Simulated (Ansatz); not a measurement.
C₃H₁₂BN, SMILES `C[NH2+][BH-](C)C`, 17 atoms. The species carries charge 0 and has multiplicity 1. All runs use 4 threads of an Arm Neoverse N1 on a shared host. Correlated methods freeze the cores.

Task: Give the basis size and wall time and peak host memory of each of these runs in Ansatz. RHF-CCSD(T)/def2-TZVPP energy; RHF-CCSD(T)/def2-SVP energy; RKS CAM-B3LYP-D4/def2-TZVPP energy; RKS PBE0-D4/def2-TZVP relaxation (8 steps); RKS ωB97M-V/def2-QZVPP energy; RKS ωB97M-V/def2-SVP energy; RKS PBE0-D4/def2-QZVPP energy; direct RPA on PBE orbitals/def2-TZVPP energy; RKS PBE0-D4/def2-SVP energy; RKS BLYP-D4/def2-TZVPP energy; RHF-MP2/def2-QZVPP energy; RKS B2PLYP (frozen core)/def2-TZVPP energy. (Estimate.)

Result: Computed: Other jobs shared the machine, so times are rough.

| level | job | functions | wall time | peak host memory (GiB) |
| --- | --- | --- | --- | --- |
| RKS PBE0-D4/def2-SVP | energy | 130 | 2.2 s | 0.28 |
| RKS BLYP-D4/def2-TZVPP | energy | 323 | 5 s | 0.45 |
| RKS CAM-B3LYP-D4/def2-TZVPP | energy | 323 | 8 s | 0.99 |
| RKS ωB97M-V/def2-SVP | energy | 130 | 9.5 s | 0.4 |
| RKS B2PLYP (frozen core)/def2-TZVPP | energy | 323 | 14 s | 1.1 |
| direct RPA on PBE orbitals/def2-TZVPP | energy | 323 | 15 s | 1.1 |
| RKS PBE0-D4/def2-QZVPP | energy | 645 | 21 s | 2.6 |
| RHF-CCSD(T)/def2-SVP | energy | 130 | 22 s | 0.93 |
| RKS ωB97M-V/def2-QZVPP | energy | 645 | 49 s | 3.1 |
| RKS PBE0-D4/def2-TZVP | relaxation (8 steps) | 227 | 56 s | 0.63 |
| RHF-MP2/def2-QZVPP | energy | 645 | 74 s | 6.5 |
| RHF-CCSD(T)/def2-TZVPP | energy | 323 | 32 min | 5 |
